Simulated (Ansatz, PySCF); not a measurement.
Species: sum formula SiBrCl (charge -1, doublet). 
Geometry from a B3LYP-D3(BJ)/def2-TZVP (Ansatz, a quantum-chemistry and plane-wave program) optimisation:
```
Si
Cl 1 2.2315
Br 1 2.4572 2 99.69
```
Charge -1, spin multiplicity 2.

Total electronic energies in hartree. Valence correlation only, unless marked. UHF or UKS for open shells. No spin-orbit coupling. Frozen are the shells of the preceding noble gas and the d and f shells that filled before the atom's block. No relativistic terms. CBS marks a two-point X^-3 extrapolation of the correlation energy; Hartree-Fock from the larger set. The bracket is a focal-point correction in the basis named.

```tsv
level	program	energy (Eh)
RI-HF/def2-QZVPP	Ansatz	-3321.04646
SVWN5/def2-TZVPD	Ansatz	[?]
PBE-D3(BJ)/def2-TZVPD	Ansatz + dftd3	[?]
BP86-D3(BJ)/def2-TZVPD	PySCF + dftd3	-3324.34489
PBE0/STO-3G	Ansatz	-3286.82348
PBE0/def2-SVP	Ansatz	-3322.83427
BHLYP-D4/def2-TZVPD	Ansatz + dftd4	-3323.98395
M06-2X/def2-TZVPD	PySCF	-3323.99295
CAM-B3LYP-D4/def2-TZVPD	Ansatz + dftd4	[?]
B2GP-PLYP/def2-TZVPD	Ansatz	-3323.08275
B2PLYP/def2-TZVPD	Ansatz	-3323.31813
CCSD/STO-3G	Ansatz	-3284.84393
CCSD/def2-TZVPP	Ansatz	-3321.46088
CCSD(T)/def2-SVPD	Ansatz	-3320.81443
RI-MP2/CBS(def2-TZVPPD,def2-QZVPPD)+[CCSD(T)-MP2]/def2-TZVPPD	Ansatz	-3321.6390
```

### Question
Some entries are withheld; supply them.

### Answer

- SVWN5/def2-TZVPD, energy (Eh): -3317.81751
- PBE-D3(BJ)/def2-TZVPD, energy (Eh): -3323.27307
- CAM-B3LYP-D4/def2-TZVPD, energy (Eh): -3324.13597
